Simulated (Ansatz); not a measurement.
Mulliken charges of H3O4Si, SMILES `[O][Si](O)(O)O` radical from r2SCAN/def2-TZVPP in Ansatz (PBE0-D4/def2-TZVP geometry).

```json
{"atom": "O1", "x (Å)": "-1.315", "y (Å)": "-0.672", "z (Å)": "-1.146", "charge (e)": "-0.306"}
{"atom": "Si2", "x (Å)": "-0.106", "y (Å)": "-0.108", "z (Å)": "-0.165", "charge (e)": "0.838"}
{"atom": "O3", "x (Å)": "-0.897", "y (Å)": "0.167", "z (Å)": "1.234", "charge (e)": "-0.377"}
{"atom": "O4", "x (Å)": "0.612", "y (Å)": "1.275", "z (Å)": "-0.623", "charge (e)": "-0.413"}
{"atom": "O5", "x (Å)": "1.051", "y (Å)": "-1.244", "z (Å)": "-0.135", "charge (e)": "-0.393"}
{"atom": "H6", "x (Å)": "-1.397", "y (Å)": "-0.558", "z (Å)": "1.613", "charge (e)": "0.218"}
{"atom": "H7", "x (Å)": "0.092", "y (Å)": "2.079", "z (Å)": "-0.621", "charge (e)": "0.214"}
{"atom": "H8", "x (Å)": "1.959", "y (Å)": "-0.939", "z (Å)": "-0.156", "charge (e)": "0.218"}
```

Question: By hand: the dipole of these point charges (1 e Å = 4.8032 D).

Answer: Σ q r = (0.128, 0.133, 0.242) e Å, of length 0.304 e Å = 1.46 D.

Question: How does the dipole of the full density compare? (An estimate is asked.)

Answer: The calculation gave: (0.143, 0.199, 0.286) e Å, 1.81 D; the point charges give 0.81 times that, at 6° from its direction.

Point charges leave out the atoms' own dipoles, such as those of lone pairs, and Mulliken's split depends on the basis, so the two needn't agree.
